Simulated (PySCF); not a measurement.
A GIAO shielding run with PySCF (density fitting, non-relativistic, gas phase) on `O=[P@@H]1CC[C@@H]([SiH3])C1`, C4H11OPSi:

```
$ OMP_NUM_THREADS=1 python probes_run.py task.json out

{"job": {"kind": "nmr", "xc": "PBE0", "basis": "pcSseg-1"}, "charge": 0, "multiplicity": 1}
O     -2.892908     1.194104     0.074461
P     -1.556775     0.806905    -0.385138
C     -1.203916    -0.996629    -0.480973
C     -0.155479    -1.216488     0.609144
C      0.766033     0.006332     0.629985
Si     1.898964     0.101548    -0.900522
C     -0.156817     1.217159     0.719717
H     -1.229355     1.330223    -1.637032
H     -0.819024    -1.274387    -1.462298
H     -2.123412    -1.552726    -0.292711
H      0.405217    -2.138570     0.445468
H     -0.660763    -1.298917     1.576679
H      1.397226    -0.040921     1.524885
H      1.147957     0.330179    -2.135285
H      2.816969     1.221422    -0.688583
H      2.618169    -1.169151    -0.997659
H      0.327512     2.157211     0.453794
H     -0.588355     1.329025     1.721083
```

Hardware: 1 thread of an Arm Neoverse V1, shared host. The job also computes population analyses, field gradients, ring-centre shieldings.

(1) How large is the calculation?

(2) How long does it take, and how much memory does it need?

Answers

(1) 72 electrons, 188 basis functions and 1021 auxiliary functions.

(2) 38 s of wall time, with 14 SCF cycles and 4 response iterations; peak memory 0.85 GiB. Times on a shared host scatter by some tens of per cent.
